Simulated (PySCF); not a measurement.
Identify the unknown among the candidates.

All candidates are C6H7F.

| technique | computed result |
| --- | --- |
| 13C NMR | chemical shifts (computed TMS as zero) by class: 87.3 (1 C), 87.0 (1 C), 81.1 (1 C), 33.9 (1 C), 31.5 (1 C), 20.9 (1 C) ppm [GIAO PBE0/pcSseg-1] |
| NMR, other nuclei | isotropic shieldings of nuclei other than C and H, by class: 363 (1 F) ppm [GIAO PBE0/pcSseg-1] |
| UV, strongest line | among the 8 lowest singlet transitions: S4 at 7.17 eV (173 nm, f = 0.040) [TDDFT B3LYP/def2-SVPD] |
| Polarisability | 67.2 au [B3LYP/def2-SVPD] |
| Rotational structure | rotational constants A, B, C: 3.840, 2.561, 1.812 GHz [GFN2-xTB] |
| Triplet | lowest triplet excitation (Tamm–Dancoff): 5.42 eV [TDA B3LYP/def2-SVPD] |
| UV, first state | lowest singlet excitation: 6.45 eV (192 nm, f = 0.001) [TDDFT B3LYP/def2-SVPD] |
| 1H NMR | chemical shifts (computed TMS as zero) by class: 5.03 (1 H), 3.27 (1 H), 2.67 (1 H), 2.41 (1 H), 1.91 (1 H), 1.87 (1 H), 1.79 (1 H) ppm [GIAO PBE0/pcSseg-1] |
| Dipole | 2.17 D [B3LYP/def2-SVPD] |

Electronic properties: PySCF, gas phase, density fitting. Levels stand in brackets. The structure is a single GFN2-xTB conformer in the gas phase; no vibrational or solvent corrections. NMR values are class means; diastereotopic atoms form classes of their own.

Question: Which candidate is it?
A. `C#C[C@@H]1CC[C@@H]1F`
B. `C=CCC1=C(F)C1`
C. `C=CC1=C(CF)C1`
D. `C=C[C@@H]1C=C[C@H]1F`

Answer: A. It is `C#C[C@@H]1CC[C@@H]1F`. Numbering: `[CH:1]#[C:2][C@@H:3]1[CH2:4][CH2:5][C@@H:6]1[F:7]`. Its formula, C6H7F, gives 3 degrees of unsaturation: 1 ring and 2 π bonds in the structure found. 6 carbons fall into 6 classes; from least to most shielded: sp3 C–F carbon [C6] (87.3 ppm), alkyne carbon [C2] (87.0 ppm), terminal alkyne carbon [C1] (81.1 ppm), propargylic carbon [C3] (33.9 ppm), four-membered-ring carbon [C5] (31.5 ppm), four-membered-ring carbon [C4] (20.9 ppm). Hydrogen classes from least to most shielded: 1 H on an sp3 C–F carbon, C6 (5.03 ppm), 1 H on a propargylic carbon, C3 (3.27 ppm), 1 H on a four-membered-ring carbon, C5 (2.67 ppm), 1 H on a four-membered-ring carbon, C5 (2.41 ppm), 1 H on a four-membered-ring carbon, C4 (1.91 ppm), 1 H on a four-membered-ring carbon, C4 (1.87 ppm), 1 H on a terminal alkyne carbon, C1 (1.79 ppm). The other shieldings belong to: 363 ppm, alkyl fluorine [F7]. The optimised geometry has point group C1 and is an asymmetric top.

The others, at the same levels:
- `C=C[C@@H]1C=C[C@H]1F` fails: its computed 13C shifts are 153.9 (1 C), 147.1 (1 C), 146.7 (1 C), 123.3 (1 C), 95.5 (1 C), 61.0 (1 C) ppm, 1H shifts are 6.62 (1 H), 6.49 (1 H), 5.95 (1 H), 5.61 (1 H), 5.38 (1 H), 5.11 (1 H), 3.46 (1 H) ppm and rotational constant A is 4.802 GHz (against 3.840 GHz).
- `C=CCC1=C(F)C1` fails: its computed 13C shifts are 151.9 (1 C), 141.9 (1 C), 123.4 (1 C), 83.5 (1 C), 33.9 (1 C), 23.4 (1 C) ppm, 1H shifts are 5.92 (1 H), 5.49 (1 H), 5.35 (1 H), 3.16 (2 H), 1.89 (2 H) ppm and rotational constant A is 6.238 GHz (against 3.840 GHz).
- `C=CC1=C(CF)C1` fails: its computed 13C shifts are 131.2 (1 C), 130.9 (1 C), 120.9 (1 C), 117.9 (1 C), 86.9 (1 C), 11.2 (1 C) ppm, 1H shifts are 7.21 (1 H), 6.05 (2 H), 5.95 (1 H), 5.84 (1 H), 1.18 (2 H) ppm and rotational constant A is 5.557 GHz (against 3.840 GHz).

Each candidate is one conformer, not necessarily the lowest. The conformers computed, where there is a choice (atom-mapped SMILES and torsion angles):
- `[CH2:1]=[CH:2][C@@H:3]1[CH:4]=[CH:5][C@H:6]1[F:7]`: C1–C2–C3–C4 -133°
- `[CH2:1]=[CH:2][CH2:3][C:4]1=[C:5]([F:6])[CH2:7]1`: C1–C2–C3–C4 -116°, C2–C3–C4–C5 -86°
- `[CH2:1]=[CH:2][C:3]1=[C:4]([CH2:5][F:6])[CH2:7]1`: C1–C2–C3–C4 180°, C3–C4–C5–F6 0°
